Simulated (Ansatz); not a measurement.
Frontier orbitals of C$_{3}$H$_{11}$BOSi (`BO[Si](C)(C)C`).

Z-matrix (Å, degrees):
```
Si
O 1 1.673
C 1 1.862 2 106.3
C 1 1.864 2 110.4 3 120.7
C 1 1.862 2 106.3 3 -118.7
B 2 1.340 1 135.1 3 -120.0
H 3 1.093 1 111.1 2 63.1
H 3 1.093 1 110.9 2 -176.9
H 3 1.093 1 110.9 2 -56.9
H 4 1.093 1 111.6 2 -60.5
H 4 1.093 1 111.6 2 60.3
H 4 1.094 1 110.0 2 179.9
H 5 1.093 1 111.1 2 -63.1
H 5 1.093 1 110.9 2 176.9
H 5 1.093 1 110.9 2 57.0
H 6 1.206 2 120.7 1 -0.1
H 6 1.201 2 118.3 1 179.9
```

Charge 0, multiplicity 1. Geometry: relaxed with PBE0-D4/def2-TZVP. It is one conformer, not always the lowest. Basis def2-TZVPP, Ansatz.

```csv
functional,HOMO (eV),LUMO (eV)
B3LYP,-7.75,-0.60
```

Question: Give HOMO and LUMO (eV) with LDA (SPW92), PBE, revPBE, BLYP, r2SCAN, B97M-V, PBE0, r2SCANh, r2SCAN0, HSE06 (plane-wave form), BHLYP, CAM-B3LYP, LC-ωPBE, ωB97X-V, ωB97M-V. (Best estimate.)

Answer: Computed: 
```tsv
functional	HOMO	LUMO
LDA (SPW92)	-6.55	-1.61
PBE	-6.49	-1.34
revPBE	-6.45	-1.23
BLYP	-6.44	-1.22
r2SCAN	-6.81	-0.93
B97M-V	-6.92	-1.08
PBE0	-7.94	-0.34
r2SCANh	-7.34	-0.59
r2SCAN0	-8.15	-0.09
HSE06 (plane-wave form)	-7.53	-0.72
BHLYP	-9.36	0.60
CAM-B3LYP	-9.40	0.68
LC-ωPBE	-10.72	1.92
ωB97X-V	-10.41	1.78
ωB97M-V	-10.29	1.47
```

B3LYP here is the variant with VWN-RPA as its local correlation; programs differ in this. LC-ωPBE has ω = 0.4 bohr⁻¹. Positive LUMOs are unbound and depend on the basis.
